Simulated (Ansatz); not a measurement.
System: SiS, charge 1, multiplicity 2. SMILES of the parent species: S=[Si]
Geometry from a B3LYP-D3(BJ)/def2-TZVP (Ansatz, a first-principles code) optimisation:
```
Si
S 1 2.0827
```
Charge +1, spin multiplicity 2.

Parts of the frozen-core correlation energy in cc-pV(D+d)Z (Ansatz, hartree). Frozen orbitals: 10; correlated occupied orbitals by spin: 5 and 4; virtual: 31 and 32. Open shells are spin-unrestricted. Spin-orbit coupling is left out. No relativistic terms.

```
term                            value
-------------------------  ----------
reference (HF)             -686.15350
MP2 opposite-spin                   ?
MP2 same-spin                       ?
CCSD correlation                    ?
(T)                          -0.00781
CCSDT minus CCSD(T)          -0.00151
CCSDT(Q) minus CCSD(T)       -0.00217
T1 diagnostic                   0.025
largest doubles amplitude       0.071
<S^2> of the reference          0.762
```

### Question
What belongs in the gaps?

### Answer

- MP2 opposite-spin, value: -0.12654
- MP2 same-spin, value: -0.03663
- CCSD correlation, value: -0.19690
